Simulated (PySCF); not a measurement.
C2H6N2OSi, SMILES CN[SiH2]N=C=O. Atoms are numbered in the order given.

```xyz
12

C     -2.4340     0.8946    -0.1857
N     -1.7743    -0.1529     0.5758
Si    -0.4310    -1.0727     0.0274
N      1.0582    -0.1791    -0.0810
C      2.0437     0.4986    -0.1546
O      3.0114     1.1591    -0.2256
H     -3.5120     0.9382     0.0452
H     -2.0107     1.9032    -0.0142
H     -2.3440     0.6833    -1.2635
H     -1.9163    -0.0822     1.5792
H     -0.2088    -2.1710     1.0004
H     -0.7097    -1.5609    -1.3471
```
Charge 0, spin multiplicity 1.

Geometry optimised at B3LYP-D3(BJ)/def2-SVP. The structure was generated by enumeration, and PubChem lists no compound with its InChIKey, so it may never have been made. Other conformers were not sampled.

Two levels are set side by side: PBE/pcSseg-1 (PySCF) and KT2/pcSseg-1 (PySCF). GIAO shifts against H2O (¹⁷O), NH3 (¹⁵N), TMS (²⁹Si), TMS (¹H), TMS (¹³C) at the same level; non-relativistic, no solvent, atoms listed together averaged. Differences are taken from unrounded values.

```csv
quantity,KT2
δ(¹³C) of C1 (ppm),36.1
δ(¹⁵N) of N2 (ppm),45.7
δ(²⁹Si) of Si3 (ppm),-58.2
δ(¹⁵N) of N4 (ppm),53.9
δ(¹³C) of C5 (ppm),118.6
δ(¹⁷O) of O6 (ppm),133.8
δ(¹H) of H10 (ppm),1.15
"δ(¹H) of H11, H12 (ppm)",5.11
```

What does PBE give, and how far is it from KT2? (Estimate from the structure and the level; the computed values follow.)


```tsv
quantity	PBE	PBE minus KT2
δ(¹³C) of C1 (ppm)	35.8	-0.4
δ(¹⁵N) of N2 (ppm)	46.4	0.7
δ(²⁹Si) of Si3 (ppm)	-61.0	-2.7
δ(¹⁵N) of N4 (ppm)	59.7	5.8
δ(¹³C) of C5 (ppm)	122.9	4.2
δ(¹⁷O) of O6 (ppm)	146.0	12.2
δ(¹H) of H10 (ppm)	1.04	-0.10
δ(¹H) of H11, H12 (ppm)	5.12	0.01
```

Rough cost on one machine, each run with all the roots and properties that it gave: KT2 against PBE within a factor of 2.
